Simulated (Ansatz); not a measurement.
Reaction (ligand exchange at a B–C bond): `C=NBCCl` + HI → `C=NBI` + `CCl`

Gas-phase electronic energies from Ansatz, PBE0-D4/def2-TZVP geometries. CCSD(T)/CBS adds triple-zeta CCSD(T) − MP2 to the extrapolated MP2 energy (def2 sets, frozen cores). This one scheme is used for every species. Elements past krypton have def2 core potentials. For I outer-core shells are correlated without core-valence functions, which leaves a few kJ/mol of doubt a bond. One conformer a species, not always the lowest.

```csv
species,CCSD(T)/CBS(def2) energy (Eh)
`C=NBCCl`,-618.39069
HI,-298.03592
`C=NBI`,-416.81780
`CCl`,-499.63220
```

(1) Work out ΔE.

Largest T1 diagnostic among the species: 0.014.

Results:

(1) ΔE = (-416.81780) + (-499.63220) − (-618.39069) − (-298.03592) = -0.02339 Eh = -0.64 eV.
